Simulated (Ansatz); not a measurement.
Mulliken charges of C$_{2}$H$_{3}$BCl$_{2}$ (`C=CB(Cl)Cl`) from r2SCAN/def2-TZVPP in Ansatz (PBE0-D4/def2-TZVP geometry).

```json
{"atom": "C1", "x (Å)": "0.484", "y (Å)": "0.923", "z (Å)": "0.802", "charge (e)": "-0.060"}
{"atom": "C2", "x (Å)": "-0.058", "y (Å)": "-0.257", "z (Å)": "0.496", "charge (e)": "-0.198"}
{"atom": "B3", "x (Å)": "-0.366", "y (Å)": "-0.696", "z (Å)": "-0.945", "charge (e)": "0.264"}
{"atom": "Cl4", "x (Å)": "-1.077", "y (Å)": "-2.267", "z (Å)": "-1.244", "charge (e)": "-0.129"}
{"atom": "Cl5", "x (Å)": "-0.027", "y (Å)": "0.330", "z (Å)": "-2.323", "charge (e)": "-0.137"}
{"atom": "H6", "x (Å)": "0.693", "y (Å)": "1.213", "z (Å)": "1.827", "charge (e)": "0.089"}
{"atom": "H7", "x (Å)": "0.738", "y (Å)": "1.643", "z (Å)": "0.030", "charge (e)": "0.086"}
{"atom": "H8", "x (Å)": "-0.296", "y (Å)": "-0.947", "z (Å)": "1.302", "charge (e)": "0.085"}
```

Question: By hand: the dipole of these point charges (1 e Å = 4.8032 D).

Answer: Σ q r = (0.128, 0.228, 0.359) e Å, of length 0.444 e Å = 2.13 D.

Question: How does the dipole of the full density compare? (Estimate.)

Answer: Computed: (0.110, 0.189, 0.338) e Å, 1.93 D; the point charges give 1.10 times that, at 3° from its direction.

Point charges leave out the atoms' own dipoles, such as those of lone pairs, and Mulliken's split depends on the basis, so the close match here is no proof of good charges.
